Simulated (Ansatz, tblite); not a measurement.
Removing an electron: GeMe(OiPr)3 (C10H24GeO3). Charge 0, multiplicity 1. Geometry: r2SCAN-D4/def2-SVP. Ansatz, gas phase; energy differences of separate SCF runs; the oxidised species was run as a doublet alone.

Cartesian coordinates in Å:
```
Ge -0.587 0.905 -0.287
C -2.032 2.181 -0.290
H -2.101 2.691 0.681
H -2.984 1.676 -0.507
H -1.840 2.926 -1.075
O -0.722 -0.008 -1.799
C 0.365 -0.809 -2.283
C 0.208 -0.905 -3.790
C 0.362 -2.172 -1.605
H 1.319 -0.293 -2.052
H -0.752 -1.387 -4.039
H 1.023 -1.498 -4.235
H 0.216 0.098 -4.241
H 0.454 -2.062 -0.513
H -0.584 -2.697 -1.817
H 1.196 -2.794 -1.965
O -0.592 -0.154 1.152
C -1.817 -0.603 1.734
C -1.486 -1.121 3.122
C -2.482 -1.660 0.860
H -2.513 0.258 1.838
H -0.786 -1.969 3.046
H -2.393 -1.460 3.647
H -1.005 -0.333 3.721
H -2.669 -1.277 -0.156
H -1.827 -2.541 0.768
H -3.443 -1.982 1.293
O 1.027 1.630 -0.274
C 1.906 1.581 0.857
C 2.822 2.788 0.752
C 2.668 0.264 0.874
H 1.312 1.651 1.791
H 3.403 2.737 -0.183
H 3.523 2.827 1.600
H 2.234 3.718 0.738
H 1.966 -0.579 0.972
H 3.242 0.147 -0.060
H 3.370 0.226 1.722
```

The xTB rows come from tblite. Single mean-field runs in def2-TZVP are fitted with def2-universal-jkfit. HOMO above LUMO, or a gap near zero within one spin, warns that the state may not be the lowest or that an electron is smeared out.

| level | −HOMO (eV) | vertical IE (eV) | −LUMO (eV) | HOMO–LUMO gap (eV) | remarks |
| --- | --- | --- | --- | --- | --- |
| GFN1-xTB | 11.74 | 13.84 | 4.47 | 7.26 | – |
| GFN2-xTB | 10.82 | 12.93 | 4.03 | 6.79 | – |
| HF/def2-TZVP | 11.38 | 8.52 | -3.26 | 14.64 | – |
| PBE-D4/def2-TZVP | 6.05 | 8.39 | 0.31 | 5.74 | gap within one spin near zero (+1 doublet) |
| PBE0-D4/def2-TZVP | 7.60 | 9.10 | -0.57 | 8.17 | – |

Relaxing the oxidised species (r2SCAN-D4/def2-SVP) changes its energy by -0.21 eV at PBE-D4/def2-TZVP, so the adiabatic ionisation energy to this nearest minimum is 8.18 eV. At PBE0-D4/def2-TZVP it is 8.73 eV.    Raw xTB energy differences between charge states are shifted by several eV; the methods need an empirical correction for them.
